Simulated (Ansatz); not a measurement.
Ansatz (a first-principles code) input (CCSD(T)/cc-pVTZ):

Ansatz 0.2 input:
```yaml
crystal:
  periodic: [false, false, false]
  atoms:
    - {symbol: Ge, position_ang: [0.29643492, -0.04521295, -0.07129176]}
    - {symbol: O, position_ang: [-0.81348466, -0.79472757, -1.26412745]}
    - {symbol: O, position_ang: [-0.13054909, 1.69537930, -0.00366124]}
    - {symbol: O, position_ang: [-0.13334427, -0.73632748, 1.52689508]}
    - {symbol: H, position_ang: [-0.86295537, -1.75435108, -1.17663591]}
    - {symbol: H, position_ang: [-0.20391023, 2.09617636, -0.87828073]}
    - {symbol: H, position_ang: [0.19997246, -0.20960468, 2.26340200]}
basis:
  gaussian:
    orbitals: cc-pVTZ
magnetization: {spin_polarized: true, initial_magnetization: 1}
correlation: {method: ccsd_t, electrons: outside_noble_gas}
```

End of the output:

```
second order -22.60279202 eV of doubles, -0.00000000 eV of singles
coupled cluster: 3.60 GiB planned
cycle   1  -22.12108589 eV  change    4.8e-1 eV  update   1.1e-1
cycle   2  -22.63857785 eV  change   -5.2e-1 eV  update   3.3e-2
cycle   3  -22.77330543 eV  change   -1.3e-1 eV  update   1.9e-2
cycle   4  -22.76052644 eV  change    1.3e-2 eV  update   6.2e-3
cycle   5  -22.75704170 eV  change    3.5e-3 eV  update   3.4e-3
cycle   6  -22.75874822 eV  change   -1.7e-3 eV  update   1.2e-3
cycle   7  -22.75872129 eV  change    2.7e-5 eV  update   5.5e-4
cycle   8  -22.75879498 eV  change   -7.4e-5 eV  update   1.9e-4
cycle   9  -22.75883747 eV  change   -4.2e-5 eV  update   8.4e-5
cycle  10  -22.75879271 eV  change    4.5e-5 eV  update   3.2e-5
cycle  11  -22.75880580 eV  change   -1.3e-5 eV  update   1.5e-5
perturbative correction -0.85438877 eV, -0.0313982082 hartree
Total energy: -62661.15899942 eV, -2302.7551199697 hartree
```

It need not be the lowest isomer of its formula.
